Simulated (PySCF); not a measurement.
Compound: C3H7Al.
SMILES: `[AlH2][CH2]C=C`

A linear-response calculation (PySCF, def2-SVPD basis, gas phase, vertical, core orbitals frozen in the response) gave these numbers; the functional is withheld.

Orbital energies (eV): HOMO-3 -12.13, HOMO-2 -10.19, HOMO-1 -9.73, HOMO -9.51, LUMO 0.38, LUMO+1 1.77, LUMO+2 1.90.

```
state  E (eV)       f  main configurations (H = HOMO, L = LUMO)
   S1    5.26  0.0008                    H-1→L (80%), H→L (18%)
   S2    5.54  0.0001                               H-2→L (98%)
   S3    5.77  0.0044                    H→L (76%), H-1→L (17%)
   S4    6.77  0.0044                H-1→L+2 (78%), H→L+2 (15%)
   S5    7.28   0.173                H→L+2 (67%), H-1→L+2 (12%)
   S6    7.49   0.019                  H→L+1 (59%), H→L+3 (27%)
```

Triplets, Tamm–Dancoff:

| state | E (eV) | λ (nm) | main configurations (H = HOMO, L = LUMO) |
| --- | --- | --- | --- |
| T1 | 4.51 | 274.8 | H→L+2 (85%) |
| T2 | 5.00 | 248.1 | H-1→L (81%), H→L (14%) |
| T3 | 5.17 | 239.6 | H-2→L (96%) |
| T4 | 5.70 | 217.4 | H→L (79%), H-1→L (14%) |

Vertical ionisation energy by ΔSCF with the same functional: 9.81 eV. Mean static polarisability: 65.8 au.

Question: Which of these was used?
A. PBE
B. wB97X-D
C. B3LYP
D. HF

Answer: B. wB97X-D is range-separated, 22% exact exchange at short range and 100% at long range (ω = 0.2 bohr⁻¹). In this run −ε(HOMO) = 9.51 eV differs from the ΔSCF value by -0.30 eV, and S1 differs from the orbital gap of 9.89 eV by -4.63 eV. The ratio −ε(HOMO)/IP is 0.97. Usual ranges for neutral molecules in this basis: 0.89 to 0.99 with wB97X-D, 0.5 to 0.7 with PBE, 0.67 to 0.83 with B3LYP; with Hartree–Fock the ratio is 1 or more (Koopmans' value less the relaxation energy is the ΔSCF value).

Method used: PySCF, TDDFT wB97X-D/def2-SVPD, vertical, gas phase, core orbitals frozen in the response. The structure is a single PBE0-D3(BJ)/def2-SVP conformer in the gas phase; no vibrational or solvent corrections.

Conformer computed: `[CH2:1]=[CH:2][CH2:3][AlH2:4]`: C1–C2–C3–Al4 -5°.
